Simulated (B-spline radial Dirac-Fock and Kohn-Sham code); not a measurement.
## Atomic SCF run for Ru

ΔSCF core binding energies without Breit or QED terms, calculated with a radial B-spline solver. Keys: rel is the Hamiltonian (dirac, or spin-free x2c and nr, where L3 and M5 stand for the whole 2p and 3d shells), method is hf or an exchange,correlation pair (spin-unpolarised, also for the hole states), nuc the nuclear model, radius_factor scales its radius, rmax is the box in bohr, h the logarithmic mesh step, order the B-spline order, points the quadrature points per cell, c_factor scales the speed of light, and damp, ndamp, maxit and tol steer the iteration. The run stops when the commutator error falls below 10·tol·max(1, Z/10), or the numerical noise floor, and the energy has settled to about 1e-8 Ha; the virial ratio is −V/T.

Input (task.json):

```json
{"items": [{"Z": 44, "q": 0, "cfg": [[1, 0, 2], [2, 0, 2], [2, 1, 6], [3, 0, 2], [3, 1, 6], [3, 2, 10], [4, 0, 2], [4, 1, 6], [4, 2, 7], [5, 0, 1]], "A": 102, "rrms": 4.4809, "do": "settings", "holes": ["K", "L3", "M5"],
  "settings": [{"rel": "dirac", "method": "hf", "nuc": "fermi", "radius_factor": 1.0, "rmax": 45.0, "h": 0.3, "order": 4, "points": 10, "c_factor": 1.0, "maxit": 82, "damp": 0.5, "ndamp": 3, "tol": 1e-08}]}]}
```

Command: `python xray2_run.py task.json out`

Ground-state iterations:

```
iter   energy (Ha)        error
   1    -4522.11621283  1.55e+00
   2    -4525.74764439  3.80e-01
   3    -4528.96902167  7.82e-02
   4    -4529.22877477  1.81e-02
   5    -4529.24776443  1.26e-02
   6    -4529.25207349  5.71e-03
   7    -4529.25274022  6.48e-04
   8    -4529.25275852  5.53e-05
   9    -4529.25275874  2.19e-05
  10    -4529.25275876  1.17e-06
  11    -4529.25275876  2.56e-07
```

The ground state converged in 11 iterations, with total energy -4529.25276 Ha, virial ratio 1.96079 and highest orbital energy -6.07 eV. ΔSCF binding energies: K (1s) 22188.7 eV, L3 (2p3/2) 2851.8 eV, M5 (3d5/2) 287.8 eV.

Question: One setting is unsound. Which, and why?

Answer: order is too low for an accurate radial basis. With the default settings (Dirac Hartree-Fock): The ground state converged in 11 iterations, with total energy -4529.26935 Ha, virial ratio 1.96079 and highest orbital energy -6.07 eV. ΔSCF binding energies: K (1s) 22188.6 eV, L3 (2p3/2) 2851.7 eV, M5 (3d5/2) 287.8 eV.
